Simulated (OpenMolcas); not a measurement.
# Re6+: moving or changing the point charges

Re6+ among 6 point charges of -1 e arranged as a trigonal antiprism (D3d), 1.77 Å from the ion, with a polar angle of 55.8° against the regular 54.74°.

| Quantity | Value |
| --- | --- |
| Program | OpenMolcas 26.06 |
| Method | SS-CASPT2, IPEA 0.25 Eh, imaginary shift 0.1 Eh (closed shells correlated: 5s 5p) |
| Basis | ANO-RCC-VDZP [7s6p4d2f1g] |
| Scalar Hamiltonian | DKH2, point nucleus |
| Active space | 1 electron in 5 orbitals (5d) |
| State averaging | 2S+1 = 2 even, 5 roots |
| Spin-orbit coupling | state interaction with AMFI integrals over the reference wave functions |

Runs around this geometry, states (labels of D3, the rotations of D3d). Energies in cm-1 above the lowest state or level, χT in cm3 K/mol.

| R (Å) | q (e) | Polar angle / regular | Ground state | First state of that spin | First gap with spin-orbit (degeneracies) | χT at 300 K |
| --- | --- | --- | --- | --- | --- | --- |
| 1.77 | -0.65 | 1.02 | 2A1 | 2E 390 | 530 (2, 2) | 0.221 |
| 1.62 | -1 | 1.02 | 2A1 | 2E 850 | 990 (2, 2) | 0.126 |
| 1.77 | -1 | 1.02 | 2A1 | 2E 660 | 810 (2, 2) | 0.170 |
| 1.95 | -1 | 1.02 | 2A1 | 2E 510 | 630 (2, 2) | 0.215 |
| 1.77 | -1 | 1.1 | 2A1 | 2E 2870 | 3910 (2, 2) | 0.136 |

Taking the first state of the same spin as R^-n, n = -ln(510 / 850) / ln(1.95 / 1.62) = 2.8 between the shortest and longest distance.

Scaling the charges by -0.65 / -1 = 0.65 scales the first state of the same spin by 390 / 660 = 0.59; with fixed orbitals a first-order splitting would follow the charge.

Roots that are degenerate in the reference are averaged as groups; the widest CASPT2 spread within a group is 50 cm-1 (the 2-fold group of multiplicity 2 near 13600 cm-1 above the lowest state of its run, R = 1.62, q = -1, ratio = 1.02). Shifts and gaps below about the spread of the groups concerned are not significant. Free-ion shares, where given, are those of the reference states; single-state CASPT2 does not remix them. Spin-orbit coupling mixes the spin-free states strongly: the lowest level takes only 52 % from its leading state, 2A1 (figures for R = 1.77, q = -0.65, ratio = 1.02; the like holds for R = 1.62, q = -1, ratio = 1.02, R = 1.77, q = -1, ratio = 1.02, R = 1.95, q = -1, ratio = 1.02, R = 1.77, q = -1, ratio = 1.1). Point charges carry no covalency, so the field is a model and not that of real ligands. No measured value stands beside these numbers.
